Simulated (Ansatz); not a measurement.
Molecular dynamics of Cl₂FHSi

Input:

```yaml
crystal:
  periodic: [false, false, false]
  atoms:
    - { symbol: Si, position_ang: [-0.004794, -0.009177, -0.028452] }
    - { symbol: F, position_ang: [0.007226, 0.012467, 1.673046] }
    - { symbol: Cl, position_ang: [2.059295, -0.002883, -0.722501] }
    - { symbol: Cl, position_ang: [-1.03135, 1.781419, -0.722755] }
    - { symbol: H, position_ang: [-0.712677, -1.235126, -0.514137] }
basis:
  gaussian: { orbitals: "6-31G" }
hamiltonian:
  xc: blyp
md:
  timestep: 0.5
  n_steps: 100
  ensemble: nvt_nose_hoover
  temperature: 700.0
  initial_velocities: maxwell_boltzmann
  seed: 192315
  masses: [{ species: H, mass: 2.014 }]
```

Command:

```bash
$ ansatz run input.yaml --threads 1 --pin off --max-ram 2048MiB --backend cpu --events-out ev --progress --plain --runs-dir out
```

It starts from a relaxed structure.

Output, in part (one step line in 2, the closing report, with atoms numbered from 0):

```
md step     0: t =     0.00 fs  T =   700.0 K  F+E_penalty+E_count = -35655.10786493 eV  E_kin = 0.271446 eV  conserved = -35654.83641893 eV  (23 SCF iters)
md step     2: t =     1.00 fs  T =   694.4 K  F+E_penalty+E_count = -35655.10569246 eV  E_kin = 0.269279 eV  conserved = -35654.83641311 eV  (21 SCF iters)
md step     4: t =     2.00 fs  T =   678.4 K  F+E_penalty+E_count = -35655.09948342 eV  E_kin = 0.263083 eV  conserved = -35654.83640084 eV  (22 SCF iters)
md step     6: t =     3.00 fs  T =   653.9 K  F+E_penalty+E_count = -35655.08996398 eV  E_kin = 0.253580 eV  conserved = -35654.83638625 eV  (22 SCF iters)
md step     8: t =     4.00 fs  T =   623.2 K  F+E_penalty+E_count = -35655.07801749 eV  E_kin = 0.241652 eV  conserved = -35654.83637408 eV  (22 SCF iters)
md step    10: t =     5.00 fs  T =   588.1 K  F+E_penalty+E_count = -35655.06440601 eV  E_kin = 0.228057 eV  conserved = -35654.83636706 eV  (22 SCF iters)
md step    12: t =     6.00 fs  T =   550.0 K  F+E_penalty+E_count = -35655.04959113 eV  E_kin = 0.213261 eV  conserved = -35654.83636546 eV  (21 SCF iters)
md step    14: t =     7.00 fs  T =   509.1 K  F+E_penalty+E_count = -35655.03373178 eV  E_kin = 0.197425 eV  conserved = -35654.83636613 eV  (22 SCF iters)
md step    16: t =     8.00 fs  T =   465.7 K  F+E_penalty+E_count = -35655.01685105 eV  E_kin = 0.180578 eV  conserved = -35654.83636475 eV  (22 SCF iters)
md step    18: t =     9.00 fs  T =   419.9 K  F+E_penalty+E_count = -35654.99907271 eV  E_kin = 0.162847 eV  conserved = -35654.83635907 eV  (21 SCF iters)
md step    20: t =    10.00 fs  T =   373.0 K  F+E_penalty+E_count = -35654.98080129 eV  E_kin = 0.144637 eV  conserved = -35654.83634738 eV  (21 SCF iters)
md step    22: t =    11.00 fs  T =   326.7 K  F+E_penalty+E_count = -35654.96277774 eV  E_kin = 0.126685 eV  conserved = -35654.83633188 eV  (22 SCF iters)
md step    24: t =    12.00 fs  T =   283.6 K  F+E_penalty+E_count = -35654.94598999 eV  E_kin = 0.109975 eV  conserved = -35654.83631520 eV  (21 SCF iters)
md step    26: t =    13.00 fs  T =   246.4 K  F+E_penalty+E_count = -35654.93149433 eV  E_kin = 0.095560 eV  conserved = -35654.83630069 eV  (22 SCF iters)
md step    28: t =    14.00 fs  T =   217.5 K  F+E_penalty+E_count = -35654.92020735 eV  E_kin = 0.084351 eV  conserved = -35654.83629129 eV  (20 SCF iters)
md step    30: t =    15.00 fs  T =   198.4 K  F+E_penalty+E_count = -35654.91272823 eV  E_kin = 0.076948 eV  conserved = -35654.83628862 eV  (21 SCF iters)
md step    32: t =    16.00 fs  T =   189.6 K  F+E_penalty+E_count = -35654.90923030 eV  E_kin = 0.073525 eV  conserved = -35654.83629291 eV  (20 SCF iters)
md step    34: t =    17.00 fs  T =   190.3 K  F+E_penalty+E_count = -35654.90944140 eV  E_kin = 0.073814 eV  conserved = -35654.83630327 eV  (20 SCF iters)
md step    36: t =    18.00 fs  T =   199.0 K  F+E_penalty+E_count = -35654.91271575 eV  E_kin = 0.077176 eV  conserved = -35654.83631712 eV  (22 SCF iters)
md step    38: t =    19.00 fs  T =   213.4 K  F+E_penalty+E_count = -35654.91818921 eV  E_kin = 0.082755 eV  conserved = -35654.83633112 eV  (20 SCF iters)
md step    40: t =    20.00 fs  T =   231.3 K  F+E_penalty+E_count = -35654.92498673 eV  E_kin = 0.089683 eV  conserved = -35654.83634206 eV  (20 SCF iters)
md step    42: t =    21.00 fs  T =   250.9 K  F+E_penalty+E_count = -35654.93242964 eV  E_kin = 0.097286 eV  conserved = -35654.83634756 eV  (20 SCF iters)
md step    44: t =    22.00 fs  T =   271.3 K  F+E_penalty+E_count = -35654.94017370 eV  E_kin = 0.105223 eV  conserved = -35654.83634749 eV  (23 SCF iters)
md step    46: t =    23.00 fs  T =   292.7 K  F+E_penalty+E_count = -35654.94821124 eV  E_kin = 0.113487 eV  conserved = -35654.83634413 eV  (21 SCF iters)
md step    48: t =    24.00 fs  T =   315.2 K  F+E_penalty+E_count = -35654.95671640 eV  E_kin = 0.122247 eV  conserved = -35654.83634246 eV  (22 SCF iters)
md step    50: t =    25.00 fs  T =   339.4 K  F+E_penalty+E_count = -35654.96578264 eV  E_kin = 0.131598 eV  conserved = -35654.83634631 eV  (21 SCF iters)
md step    52: t =    26.00 fs  T =   364.4 K  F+E_penalty+E_count = -35654.97518158 eV  E_kin = 0.141312 eV  conserved = -35654.83635635 eV  (22 SCF iters)
md step    54: t =    27.00 fs  T =   388.8 K  F+E_penalty+E_count = -35654.98427683 eV  E_kin = 0.150755 eV  conserved = -35654.83637114 eV  (21 SCF iters)
md step    56: t =    28.00 fs  T =   410.1 K  F+E_penalty+E_count = -35654.99214815 eV  E_kin = 0.159010 eV  conserved = -35654.83638591 eV  (21 SCF iters)
md step    58: t =    29.00 fs  T =   425.9 K  F+E_penalty+E_count = -35654.99787734 eV  E_kin = 0.165163 eV  conserved = -35654.83639565 eV  (22 SCF iters)
md step    60: t =    30.00 fs  T =   434.8 K  F+E_penalty+E_count = -35655.00085451 eV  E_kin = 0.168598 eV  conserved = -35654.83639784 eV  (21 SCF iters)
md step    62: t =    31.00 fs  T =   436.3 K  F+E_penalty+E_count = -35655.00096618 eV  E_kin = 0.169195 eV  conserved = -35654.83639135 eV  (22 SCF iters)
md step    64: t =    32.00 fs  T =   431.5 K  F+E_penalty+E_count = -35654.99860885 eV  E_kin = 0.167342 eV  conserved = -35654.83637973 eV  (22 SCF iters)
md step    66: t =    33.00 fs  T =   422.4 K  F+E_penalty+E_count = -35654.99453425 eV  E_kin = 0.163780 eV  conserved = -35654.83636540 eV  (23 SCF iters)
md step    68: t =    34.00 fs  T =   411.0 K  F+E_penalty+E_count = -35654.98961887 eV  E_kin = 0.159377 eV  conserved = -35654.83635355 eV  (20 SCF iters)
md step    70: t =    35.00 fs  T =   399.4 K  F+E_penalty+E_count = -35654.98461883 eV  E_kin = 0.154885 eV  conserved = -35654.83634619 eV  (20 SCF iters)
md step    72: t =    36.00 fs  T =   388.8 K  F+E_penalty+E_count = -35654.97999064 eV  E_kin = 0.150760 eV  conserved = -35654.83634526 eV  (20 SCF iters)
md step    74: t =    37.00 fs  T =   379.2 K  F+E_penalty+E_count = -35654.97579644 eV  E_kin = 0.147065 eV  conserved = -35654.83634997 eV  (21 SCF iters)
md step    76: t =    38.00 fs  T =   370.0 K  F+E_penalty+E_count = -35654.97171506 eV  E_kin = 0.143482 eV  conserved = -35654.83635897 eV  (21 SCF iters)
md step    78: t =    39.00 fs  T =   359.5 K  F+E_penalty+E_count = -35654.96714568 eV  E_kin = 0.139412 eV  conserved = -35654.83636897 eV  (21 SCF iters)
md step    80: t =    40.00 fs  T =   346.0 K  F+E_penalty+E_count = -35654.96139515 eV  E_kin = 0.134161 eV  conserved = -35654.83637728 eV  (21 SCF iters)
md step    82: t =    41.00 fs  T =   327.9 K  F+E_penalty+E_count = -35654.95390846 eV  E_kin = 0.127172 eV  conserved = -35654.83637982 eV  (22 SCF iters)
md step    84: t =    42.00 fs  T =   305.0 K  F+E_penalty+E_count = -35654.94450027 eV  E_kin = 0.118254 eV  conserved = -35654.83637376 eV  (22 SCF iters)
md step    86: t =    43.00 fs  T =   277.8 K  F+E_penalty+E_count = -35654.93351089 eV  E_kin = 0.107740 eV  conserved = -35654.83635950 eV  (22 SCF iters)
md step    88: t =    44.00 fs  T =   248.8 K  F+E_penalty+E_count = -35654.92181164 eV  E_kin = 0.096490 eV  conserved = -35654.83633972 eV  (22 SCF iters)
md step    90: t =    45.00 fs  T =   221.1 K  F+E_penalty+E_count = -35654.91062377 eV  E_kin = 0.085719 eV  conserved = -35654.83631942 eV  (22 SCF iters)
md step    92: t =    46.00 fs  T =   197.7 K  F+E_penalty+E_count = -35654.90118211 eV  E_kin = 0.076657 eV  conserved = -35654.83630554 eV  (21 SCF iters)
md step    94: t =    47.00 fs  T =   181.0 K  F+E_penalty+E_count = -35654.89435594 eV  E_kin = 0.070178 eV  conserved = -35654.83630142 eV  (21 SCF iters)
md step    96: t =    48.00 fs  T =   171.6 K  F+E_penalty+E_count = -35654.89039637 eV  E_kin = 0.066542 eV  conserved = -35654.83630781 eV  (21 SCF iters)
md step    98: t =    49.00 fs  T =   168.6 K  F+E_penalty+E_count = -35654.88891575 eV  E_kin = 0.065379 eV  conserved = -35654.83632061 eV  (22 SCF iters)
md step   100: t =    50.00 fs  T =   169.9 K  F+E_penalty+E_count = -35654.88910981 eV  E_kin = 0.065900 eV  conserved = -35654.83633440 eV  (25 SCF iters)
Total energy: -35654.88941844 eV, -1310.2930183758 hartree
Atom 0 at     0.012097    -0.063753     0.021382 Å, force    -0.091581     0.973095     0.655196 eV/Å
Atom 1 at    -0.177195     0.049090     1.752203 Å, force     0.645741    -0.065118    -0.885510 eV/Å
Atom 2 at     2.115030     0.030600    -0.829351 Å, force    -0.968365    -0.238911     0.594795 eV/Å
Atom 3 at    -0.994962     1.772293    -0.710162 Å, force     0.212395    -0.358110     0.021019 eV/Å
Atom 4 at    -0.830059    -1.248265    -0.296682 Å, force     0.201809    -0.310955    -0.385500 eV/Å
Dipole moment:    -0.117767    -0.459558    -0.139462 e Å
```

The run went to its last step. The conserved energy stayed within 0.027 meV per atom of its start (net change 0.017 meV per atom), so the integration is sound. The mean temperature of the second half is 53 % below the set value. A run of 0.05 ps of so small a system gives no equilibrium averages. Limits of this set-up: no polarisation functions.

The same pairs are bonded in the first frame and the last. Pairs count as bonded within 1.25 times the sum of covalent radii (0.12 Å more for H–H).

Last frame:

```xyz
5
Properties=species:S:1:pos:R:3
Si 0.012 -0.064 0.021
F -0.177 0.049 1.752
Cl 2.115 0.031 -0.829
Cl -0.995 1.772 -0.710
H -0.830 -1.248 -0.297
```

Time of the run: 2.5 min on 1 thread of Arm Neoverse V2 (shared host), peak memory 0.088 GiB.
